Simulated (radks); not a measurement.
Results of a calculation; reference values are marked as such.
Task: Spherical quantum dot in the effective-mass picture: electrons in a hard-walled sphere of radius 5.65, all in effective atomic units (hartree* = m*/eps^2 hartree, bohr* = eps/m* bohr), one dielectric constant everywhere. Level of theory: non-relativistic Kohn-Sham, LDA (Slater exchange, Perdew-Wang correlation), spin-polarised, spherical densities (a radial shooting solver with Libxc functionals). Levels are named by radial order and angular momentum (1s, 1p, 1d, 2s, ...), and open shells are averaged over m. At N = 7 the configuration is 1s2 1p(up 3, down 2). Does electron 8 go into 1p down or 1d down or 1d up?

Result: Into 1p down. The total energies of the other choices lie higher by 0.143 hartree* (1d up), 0.156 hartree* (1d down).
